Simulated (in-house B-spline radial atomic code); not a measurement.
The aluminium ion Al⁺ is squeezed into an impenetrable sphere of radius R (the orbitals vanish at R). Method: non-relativistic PBE, spin-polarised, spherical fractional occupations, point nucleus. Calculated with an all-electron radial atomic-structure program (B-spline basis).

Energies in eV above the free ion in [Ne] 3s2:

| R (bohr) | highest level (eV) | [Ne] 3s2 | [He] 2s1 2p6 3s2 3p1 | [Ne] 3s1 3d1 | -dE/dV in [Ne] 3s2 (GPa) |
| --- | --- | --- | --- | --- | --- |
| 9.96 | -14.8 | 0.0001373 | 113.3 | 11.35 | 0.000232 |
| 6.15 | -14.6 | 0.1284 | 113.5 | 12.51 | 0.487 |
| 5.19 | -14.1 | 0.6121 | 114.1 | 14.04 | 3.11 |
| 4.25 | -12.4 | 2.652 | 116.6 | 17.93 | 19.4 |
| 3.77 | -10.3 | 5.535 | 120.3 | 22.17 | 51.4 |
| 3.04 | -2.86 | 17.18 | 136.1 | 36.08 | 254 |
| 2.48 | 12.2 | 43.2 | 172.1 | 62.28 | 1040 |
| 2.36 | 17.8 | 53.3 | 186.2 | 71.73 | 1460 |
| 1.8 | 71.6 | 157.9 | 328.6 | 162.3 | 8990 |
| 1.27 | 254 | 576.6 | 867.3 | 504.7 | 86300 |

**Question.** Does [He] 2s1 2p6 3s2 3p1 fall below [Ne] 3s2 under compression?

**Answer.** No, it stays above over the whole range.

**Question.** Does [Ne] 3s1 3d1 fall below [Ne] 3s2 under compression?

**Answer.** Yes, between R = 1.8 and 1.27 bohr the order changes (near 1.77 bohr by linear interpolation).

The highest level is first positive in the row R = 2.48 bohr, pushed up by confinement above the zero of the free ion's potential. Each configuration is held fixed and needn't be the lowest in the sphere.
